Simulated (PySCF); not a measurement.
Bonds (- single, = double, # triple, : aromatic): C1-C2 1.450 Å, C2#C3 1.216 Å, C3-C4 1.437 Å, C4=N5 1.271 Å, N5-Si6 1.751 Å. C1 carries H7, H8, H9; C4 carries H10; Si6 carries H11, H12, H13. Stereochemistry as in CC#C/C=N\[SiH3].

Geometry: PBE0-D3(BJ)/def2-SVP; GIAO shifts from PySCF 2.14, gas phase, non-relativistic, averaged over equivalent atoms.

At PBE0/STO-3G (41 basis functions, 3.5 s wall time on 1 thread of an Intel Xeon Platinum 8488C, shared host):
| atoms | δ (ppm) |
| --- | --- |
| C4 | 113.7 |
| C2 | 75.8 |
| C3 | 64.2 |
| C1 | 14.7 |
| N5 | 329.6 |
| Si6 | -56.5 |
| H10 | 8.20 |
| H11/H12/H13 | 2.97 |
| H7/H8/H9 | 1.50 |

Shifts are taken against calculated references (same method and geometry level): ¹³C (σ = 234.69 ppm) and ²⁹Si (σ = 517.60 ppm) and ¹H (σ = 32.60 ppm) against TMS; ¹⁵N (σ = 294.71 ppm) vs NH3.

What do these become at PBE0/IGLO-III?

Answers


```csv
atoms,δ at PBE0/IGLO-III,change
C4,165.8,+52.1
C2,101.7,+25.9
C3,82.9,+18.7
C1,4.4,-10.3
N5,399.7,+70.1
Si6,-63.5,-7.0
H10,8.60,+0.40
H11/H12/H13,5.12,+2.15
H7/H8/H9,2.08,+0.58
```

Chemical shifts δ = σref − σ; ¹³C (σref 183.78) and ²⁹Si (σref 345.34) and ¹H (σref 31.37) against TMS; NH3 for ¹⁵N (σref 260.55), all at this level.

The largest change is at N5 (imine nitrogen). Cost: 289 basis functions, 40 s wall time on 1 thread of an Arm Neoverse V1, shared host. The order of the carbon signals is the same at both levels.

Experimental scales use liquid or dissolved standards, which lie at an offset from isolated NH3 (liquid NH3: subtract about 20 ppm). Unscaled 15N shifts of sp2 nitrogen often come out too high even then, by a few to some tens of ppm.
